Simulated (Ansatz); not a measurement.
The first iterations of a band of H2S + H4Sn (8 atoms, charge 0, multiplicity 1).

All numbers below come from RHF/def2-TZVP in Ansatz.

```json
{"movable images": "2", "climbing image": "no", "spring": "5.0 eV/Å²", "optimiser": "quadratic models (default)", "start path": "through a guess of the saddle point", "force threshold": "0.05 eV/Å", "iteration limit": "60", "end points": "relaxed"}
```

Image 0:

```xyz
8
Properties=species:S:1:pos:R:3
Sn -1.641 -1.012 -0.364
H -0.093 -1.297 0.296
H -1.888 -2.045 -1.698
H -2.828 -1.321 0.822
H -1.754 0.612 -0.868
H 2.945 0.692 0.585
S 3.082 1.952 0.186
H 2.177 2.420 1.040
```

Image 3:

```xyz
8
Properties=species:S:1:pos:R:3
Sn -1.100 0.327 -0.496
H 2.055 -2.666 1.040
H -0.752 -0.948 -1.565
H -1.451 -0.252 1.068
H -2.392 1.279 -1.068
H 2.273 -1.964 1.013
S 0.913 1.661 -0.427
H 0.454 2.563 0.435
```

| iteration | highest image above the first end (eV) | largest band force component (eV/Å) |
| --- | --- | --- |
| 1 | 2.589 | 4.460 |
| 2 | 0.803 | 2.660 |
| 3 | 0.435 | 0.581 |

Problem. Does the band converge within its limit, and where does its top end?

Solution. It converged. It ended after 10 iterations with the highest image 0.192 eV above the first end. No image climbed, so the highest image needn't sit at the top of the path. A band with more images between the same ends climbed to 2.54 eV, so this one has probably stepped over the top. So few images can step over the top or miss a turn of the path. The orbitals stay closed-shell, which can raise the energy where a bond breaks towards radicals; this wasn't checked here.

Run time: 40 s on 2 threads of Arm Neoverse V1, on a shared host, peak memory 0.24 GiB.
